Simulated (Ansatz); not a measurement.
Spin states of F3W (SMILES [F][W]([F])[F]), each relaxed at B3LYP-D3(BJ)/def2-TZVP; lowest solutions found, singlets restricted, no spin–orbit coupling, no relativity up to Kr.
Multiplicity 4 (charge 0, multiplicity 4):
```xyz
4

W     -0.01447     0.01677    -0.01407
F      1.79039    -0.37563    -0.35257
F     -0.78459    -0.45400     1.63253
F     -1.04922     0.87982    -1.32193
```
Multiplicity 2 (charge 0, multiplicity 2):
```xyz
4

W      0.07882    -0.01679    -0.03751
F      1.84134    -0.37963    -0.35993
F     -0.86873    -0.37109     1.50688
F     -1.10931     0.83446    -1.16548
```

Run with Ansatz (a program for electronic structure) with Gaussian orbitals. Each number belongs to the level named beside it. In def2 rows elements past Kr take small-core potentials, without spin–orbit coupling.

The energy of multiplicity 2 less that of multiplicity 4 (kcal/mol) and the share of exact exchange:

| functional | exact exchange (%) | value |
|---|---|---|
| PBE/def2-TZVPP | 0 | 4.16 |
| PBE0/def2-TZVPP | 25 | 8.24 |
| BLYP/def2-TZVPP | 0 | 0.22 |
| B3LYP/def2-TZVPP | 20 | 3.66 |
| BHLYP/def2-TZVPP | 50 | 7.35 |

Take the value as linear in the share of exact exchange along PBE and PBE0. Give the slope, say whether the sign turns, and set the other functionals against that line.


Slope: (8.24 − (4.16))/2.5 = 1.63 kcal/mol for each 10 %. The line keeps its sign from 0 to 100 %. At 50 % it gives 12.3 kcal/mol. The LYP pair gives (7.35 − (0.22))/5 = 1.43 for each 10 %. BHLYP, at 50 %, lies -5.0 from the PBE line. B3LYP, at 20 %, lies -3.8 from the PBE line.

Doubts at one or more of the structures used: a spin-contaminated determinant (PBE/def2-TZVPP, PBE0/def2-TZVPP, B3LYP/def2-TZVPP, BHLYP/def2-TZVPP).
